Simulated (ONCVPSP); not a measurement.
Varying the ONCV potential for Ba

Base potential:

```json
{"Element": "barium", "Generator": "ONCVPSP 4.0.1", "Type": "optimised norm-conserving Vanderbilt (ONCV)", "Functional": "PBE", "Relativity": "scalar-relativistic", "Frozen core": "[Kr] 4d10", "Valence charge": "10", "Reference configuration": "5s2 5p6 6s2", "Partial waves": "5s+6s: rc 3.10 bohr, ncon 3, nbas 7, qcut 4.4 1/bohr, 2 projectors; 5p: rc 2.85 bohr, ncon 4, nbas 7, qcut 5.3 1/bohr, 1 projector; d scattering state at 0.04 Ha: rc 3.35 bohr, ncon 4, nbas 7, qcut 3.1 1/bohr, 2 projectors, debl 1.2 Ha", "Local potential": "polynomial inside 1.85 bohr (lpopt 5, dvloc0 0 Ha)", "Core correction": "Teter function, fcfact 3.75, rcfact 1.2"}
```

In the d channel the program set the typed energies aside and used -0.074, 1.126 Ha.

Cutoffs, loose and tight: the cutoffs (Ha) at which the residual kinetic energy of the hardest occupied pseudo-wave falls to 1 and 0.1 mHa per electron. They do not see the model core or the augmentation charge, which bear on the density cutoff. Test errors are all-electron minus pseudo excitation energies from the reference, over the configurations 5s2 5p6 6s1; 5s2 5p6 6s0; 5s2 5p6 6s1.5; 5s1 5p6 6s2. A dash means not determined; rows that change the core or the reference have their own tests.

A true bound ghost makes a file unfit for plane-wave use even where its test errors are small: the radial tests pick states by their node count and pass the ghost by.

```tsv
change	outcome	cutoff, loose	cutoff, tight	bound ghosts	GHOST(+) flags above zero	largest test error (meV)
base	generated, projector energies reset by the program	4.7 Ha	8.6 Ha	d	s	-187
core correction Teter function, fcfact 7.7, rcfact 1.2	generated, projector energies reset by the program	4.7 Ha	8.6 Ha	d	s	-192
all radii but the core radius scaled by about 0.95 (s 2.94, p 2.70, d 3.18 bohr); local potential polynomial inside 1.76 bohr (lpopt 5, dvloc0 0 Ha)	generated, projector energies reset by the program	7.0 Ha	9.8 Ha	none	s, d	-167
p: rc 2.76	generated, projector energies reset by the program	6.1 Ha	9.3 Ha	d	s	-197
```

**Question.** What comes out with this change to the base: functional LDA (Perdew-Wang 92)?

**Answer.** outcome: generated, projector energies reset by the program; cutoff, loose: 4.6 Ha; cutoff, tight: 8.3 Ha; bound ghosts: none; GHOST(+) flags above zero: s, d; largest test error (meV): -173.

**Question.** What comes out with this change to the base: core correction Teter function, fcfact 3.75, rcfact 1.78?

**Answer.** outcome: generated, projector energies reset by the program; cutoff, loose: 4.7 Ha; cutoff, tight: 8.6 Ha; bound ghosts: d; GHOST(+) flags above zero: s; largest test error (meV): -227.

**Question.** What comes out with this change to the base: s: qcut 3.2; p: qcut 3.8; d: qcut 2.2?

**Answer.** outcome: generated, projector energies reset by the program; cutoff, loose: 4.5 Ha; cutoff, tight: 5.2 Ha; bound ghosts: none; GHOST(+) flags above zero: none; largest test error (meV): -242.
